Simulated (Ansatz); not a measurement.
C₂H₆BFO (`BC(F)OC`), one more setting.

```yaml
crystal:
  periodic: [false, false, false]
  atoms:
    - {symbol: B, position_ang: [0.634307, 1.594136, -0.967343]}
    - {symbol: C, position_ang: [-0.335626, 0.488490, -0.381706]}
    - {symbol: F, position_ang: [-1.151286, -0.080793, -1.358951]}
    - {symbol: O, position_ang: [0.539776, -0.448769, 0.121624]}
    - {symbol: C, position_ang: [-0.048086, -1.416481, 0.972534]}
    - {symbol: H, position_ang: [0.996486, 1.517102, -2.099933]}
    - {symbol: H, position_ang: [1.020389, 2.464833, -0.248570]}
    - {symbol: H, position_ang: [-1.032111, 0.834541, 0.397424]}
    - {symbol: H, position_ang: [-0.542467, -0.933665, 1.823309]}
    - {symbol: H, position_ang: [0.757816, -2.052156, 1.336071]}
    - {symbol: H, position_ang: [-0.773797, -2.024138, 0.426041]}
basis:
  gaussian: {orbitals: cc-pVTZ, fitting: {mean_field: def2-universal-jkfit}}
hamiltonian: {xc: {name: wB97X}}
scf: {lower_state_search: light}
output: {forces: true}
```

```sh
$ ansatz run in.yaml --threads 4 --pin off --events-out ev --progress --plain --max-ram 10444MiB
```

Shortened log:

```
Functional definition: wB97X
487 factors; integrals over basis functions are off by at most 9.7e-1 eV
487 factors; integrals over basis functions are off by at most 8.5e-7 eV
mean field evaluation 1: about -7609.2301 eV, gradient 3.8e1 eV
mean field evaluation 2: about -7610.0041 eV, gradient 3.5e1 eV
mean field evaluation 4: about -7611.6928 eV, gradient 1.5e0 eV
mean field evaluation 8: about -7611.7014 eV, gradient 5.2e-2 eV
mean field evaluation 16: about -7611.7014 eV, gradient 2.4e-5 eV
mean field -7611.70138547 eV, -279.7248665195 hartree, gradient 2.9e-5 eV, S^2 0.000000; 0 other end points of the search recorded, 0 dependent functions left out
reference -7611.70135128 eV, -279.7248652632 hartree; 20, 20 occupied and 214, 214 virtual orbitals, 487 factors
Total energy: -7611.70135128 eV, -279.7248652632 hartree
Atom 0 at     0.634307     1.594136    -0.967343 Å, force     0.075095     0.090023    -0.075081 eV/Å
Atom 1 at    -0.335626     0.488490    -0.381706 Å, force    -0.110705     0.133618     0.155681 eV/Å
Atom 2 at    -1.151286    -0.080793    -1.358951 Å, force    -0.054952    -0.071759    -0.096839 eV/Å
Atom 3 at     0.539776    -0.448769     0.121624 Å, force     0.093143    -0.020852     0.007131 eV/Å
Atom 4 at    -0.048086    -1.416481     0.972534 Å, force    -0.036501    -0.115733     0.068348 eV/Å
Atom 5 at     0.996486     1.517102    -2.099933 Å, force    -0.014913    -0.003480     0.039968 eV/Å
Atom 6 at     1.020389     2.464833    -0.248570 Å, force    -0.007029    -0.030012    -0.021282 eV/Å
Atom 7 at    -1.032111     0.834541     0.397424 Å, force     0.048154    -0.034001    -0.037109 eV/Å
Atom 8 at    -0.542467    -0.933665     1.823309 Å, force     0.028026    -0.020431    -0.049947 eV/Å
Atom 9 at     0.757816    -2.052156     1.336071 Å, force    -0.057494     0.033768    -0.017092 eV/Å
Atom 10 at    -0.773797    -2.024138     0.426041 Å, force     0.037177     0.038858     0.026221 eV/Å
Dipole moment:    -0.045833     0.019208     0.381525 e Å
```

It took 3.2 s on 4 threads of an INTEL XEON PLATINUM 8581C on a shared host, with 0.55 GiB of host memory at the peak.
